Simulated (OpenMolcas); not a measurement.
# Ca: CASPT2 settings compared

- Program: OpenMolcas
- Basis: ANO-RCC-VTZP [6s5p2d1f]
- Scalar Hamiltonian: DKH4, point nucleus
- Active space: 2 electrons in 9 orbitals (3d 4s 4p)
- State averaging: 2S+1 = 1 even, 6 roots; 2S+1 = 3 even, 5 roots kept (CI in the orbitals of an earlier block); 2S+1 = 1 odd, 3 roots; 2S+1 = 3 odd, 3 roots kept (CI in the orbitals of an earlier block)
- Spin-orbit coupling: state interaction with AMFI integrals over the reference wave functions, term energies averaged over their components

Methods on the same reference wave functions:
A. CASSCF
B. SS-CASPT2, IPEA 0.35 Eh, sigma2 regulariser 0.3 Eh (closed shells correlated: 3s 3p)
C. SS-CASPT2, IPEA 0.3 Eh, imaginary shift 0.5 Eh (closed shells correlated: 2s 2p 3s 3p)
D. SS-CASPT2, IPEA 0.75 Eh, real shift 0.4 Eh (closed shells correlated: none)

Energies in cm-1 above 4s2 1S0, the measured ground level; measured values from NIST Handbook of Basic Atomic Spectroscopic Data.

| Level | A | B | C | D | Measured |
| --- | --- | --- | --- | --- | --- |
| 4s2 1S0 | 0.0 | 0.0 | 0.0 | 0.0 | 0.0 |
| 4s 4p 3P* 0 | 14008 | 14390 | 14510 | 13870 | 15158 |
| 4s 4p 3P* 1 | 14038 | 14420 | 14540 | 13900 | 15210 |
| 4s 4p 3P* 2 | 14097 | 14480 | 14600 | 13960 | 15316 |
| 4s 4p 1P* 1 | 24333 | 24150 | 24110 | 24340 | 23652 |
| 3d 4s 1D2 | 27357 | 27980 | 27840 | 27520 |  |
| 3d 4s 3D1 | 28445 | 27940 | 27770 | 28590 | 20335 |
| 3d 4s 3D2 | 28451 | 27940 | 27780 | 28600 | 20349 |
| 3d 4s 3D3 | 28459 | 27950 | 27790 | 28610 | 20371 |

Deviations, from unrounded energies. A percentage is the sum of absolute deviations over the sum of measured energies, with the sign that they share, or ± where signs differ.

| Against measurement | Levels | A | B | C | D |
| --- | --- | --- | --- | --- | --- |
| mean absolute deviation (cm-1) | 7 | 4100 | 3700 | 3500 | 4200 |
| other configurations (%) | 7 | ±21.9 | ±19.7 | ±19.0 | ±22.5 |

B, C lie about equally close to measurement and D furthest from it. The largest miss of C in the table is 3d 4s 3D1, by +7400 cm-1. The ranking rests on the paired levels alone, and a cruder setting can come out closer through cancelling errors.

Among B to D the level of the table that moves most is 3d 4s 3D2, by 820 cm-1 (lowest in C, highest in D). Moves below CASPT2's spread within the term are not significant.

The lowest spin-free term lies below A's lowest term by 0.230 hartree in B, 0.248 hartree in C, 0.002 hartree in D.

Term energies are means over components that CASPT2 splits; among the terms shown or strongly mixed into the levels shown the widest spread is 25 cm-1 (3d 4s 1D, B). Terms from blocks run as CI alone lack orbitals of their own. Configurations are named by rounded mean occupations; where the s occupation lies near a half they are strongly mixed, a name can repeat and a true partner stay unpaired. A single d shell beside an s shell can misplace configurations of different d count against each other. Without dynamic correlation excited terms often stand tens of per cent too high (terms of higher spin than the ground term too low), and those without a measured partner can miss by more than the paired ones (holds for A). Computed and measured levels are paired by configuration, term and J; levels that our copy of the source lacks, or whose pairing is in doubt (as where it misses far off the trend of its configuration), stay unpaired and out of the deviations. Only configurations of the active space appear.

* marks odd parity.
